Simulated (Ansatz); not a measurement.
Consider the atomization: `C=C[Si](O)([SiH3])[SiH3]` → 2 C• + 10 H• + O• + 3 Si•.

Program: Ansatz. Geometries: PBE0-D4/def2-TZVP. ΔE: electronic, gas phase. CCSD(T)/CBS is the MP2 limit (def2-TZVPP, def2-QZVPP) plus CCSD(T) − MP2 in def2-TZVPP, frozen cores. This one scheme is used for every species, atoms too. Functionals use def2-TZVPP. Open shells (•) are unrestricted, without spin–orbit coupling. Spin–orbit coupling would lower the free atoms: a little for C, O, Si. One conformer a species, not always the lowest.

```json
{"level": "B97M-V", "ΔE (kJ/mol)": "5601.5"}
{"level": "revPBE", "ΔE (kJ/mol)": "5395.8"}
{"level": "CCSD/def2-SVP", "ΔE (kJ/mol)": "5176.7"}
{"level": "CCSD(T)/def2-SVP", "ΔE (kJ/mol)": "5227.9"}
```

Problem. What does CCSD(T)/CBS give? (An estimate is asked.)

Solution. The calculation gave: +5585.5 kJ/mol. The listed levels differ from it by 16.0, -189.7, -408.8, -357.6 kJ/mol.

Largest T1 diagnostic among the species: 0.013.

The D4 term adds +67.4 kJ/mol with B3LYP and +36.4 kJ/mol with PBE0; it sums over pairs of atoms, weighted by their polarisabilities, and B3LYP, whose exchange is more repulsive, gets the larger term. In def2-TZVPP, CCSD(T) changes the Hartree–Fock value by +1278.0 kJ/mol (the triples alone add +69.9 kJ/mol) and MP2 by +1303.2 kJ/mol; breaking electron pairs costs correlation energy, which Hartree–Fock lacks. At CCSD(T), def2-SVP lies −357.7 kJ/mol from the extrapolated value and def2-TZVPP −144.7 kJ/mol: correlation converges slowly with the basis, and small sets miss more of it in the bonded molecule than in its fragments.

B3LYP here is the variant with VWN-RPA as its local correlation; programs differ in this.

For atomizations the MP2-based limit and the directly extrapolated one differ by several kJ/mol either way, and by 10 to 25 for some Ge, Se and Sn compounds, so smaller differences from it don't rank the levels.
